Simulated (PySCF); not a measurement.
The same groups moved round the core (benzothiophene ethynyl+boryl). Isolated molecules, 0 K electronic values unless said otherwise. One relaxed conformer stands for each flexible species; it need not be the lowest. Strings in code marks are SMILES.

All values below come from ωB97X-D3(BJ)/def2-TZVP // PBE0-D3(BJ)/def2-SVP (PySCF). All candidates: neutral, multiplicity 1. Delta-SCF ions had no search for a lower state. Excitations are Tamm–Dancoff values on a coarser integration grid. The basis has no diffuse functions, so Rydberg states are missing or too high.

| Item | Value |
|---|---|
| brightest of the four lowest singlets (TDA) | 5.58 eV |
| vertical ionisation energy (Delta-SCF) | 8.27 eV |
| S1 excitation (TDA) | 4.28 eV |

**Question.** Say which member has these values.
A. `Bc1cc(C#C)c2ccsc2c1`
B. `Bc1c(C#C)sc2ccccc12`
C. `Bc1cc2ccc(C#C)cc2s1`
D. `Bc1cc(C#C)cc2sccc12`

**Answer.** A, `Bc1cc(C#C)c2ccsc2c1`. The others give `Bc1cc(C#C)cc2sccc12`: 5.41 eV, 8.29 eV, 4.30 eV; `Bc1c(C#C)sc2ccccc12`: 4.31 eV, 8.32 eV, 4.31 eV; `Bc1cc2ccc(C#C)cc2s1`: 4.46 eV, 8.34 eV, 4.19 eV
